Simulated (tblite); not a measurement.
A tight-binding relaxation on `C#C[Si@@H](OC)[GeH2][CH3]`.

Computed with GFN2-xTB geometry optimisation, gas phase (tblite 0.8.0). Start geometry: from a force field or distance geometry. A driver script takes a list of jobs; this job's settings line and coordinates (Å) are shown.

Command:
```bash
OMP_NUM_THREADS=1 python probes_run.py task.json out
```

Input:
```
{"job": {"kind": "relax", "xc": "GFN2-xTB", "basis": "xTB"}, "charge": 0, "multiplicity": 1}
C     -0.530600     3.116400    -0.852600
C     -0.545700     2.044000    -0.312200
Si    -0.515300     0.392600     0.510300
O     -1.290900    -0.699500    -0.535700
C     -2.620900    -0.806300    -0.066400
Ge     1.666800    -0.143500     0.964300
C      2.428600    -1.440100    -0.237900
H     -0.512900     4.074300    -1.331500
H     -1.312000     0.428500     1.754500
H     -3.006500     0.168800     0.297900
H     -3.298000    -1.186700    -0.856400
H     -2.684700    -1.519900     0.788900
H      2.499200     1.172400     0.758700
H      1.848000    -0.555200     2.454900
H      2.051400    -1.313700    -1.251800
H      2.282700    -2.491900     0.117500
H      3.533800    -1.228100    -0.264200
```

Output:
```
step      E/eV     max force
  0    -580.15207    1.989
  1    -580.29738    1.268
  2    -580.29100    4.158
  3    -580.38729    0.638
  4    -580.41141    0.432
  5    -580.46129    0.589
  6    -580.49074    0.722
  7    -580.52381    0.579
  8    -580.55994    0.483
  9    -580.59415    0.374
... (114 lines left out)
124    -580.82677    0.048
125    -580.82726    0.071
126    -580.82803    0.070
127    -580.82862    0.044
128    -580.82878    0.029
129    -580.82891    0.039
130    -580.82902    0.028
131    -580.82915    0.019
132    -580.82919    0.014
133    -580.82922    0.009
```

«max force» is the largest atomic force in eV/Å.

Question: From which step on does the largest force stay under 0.1 eV/Å, and how much energy is left to gain from there?

Answer: From step 51 (0.094 eV/Å), 31.1 meV above the end.

Main results: energy lowered by 15.6 kcal/mol over 133 steps; largest atomic force 0.009 eV/Å at the end.

On one thread, Intel Xeon at 2.70 GHz (x86_64), shared host, this took 2.9 s wall.
Labels such as C1 count atoms from 1, the log's own numbers from 0.
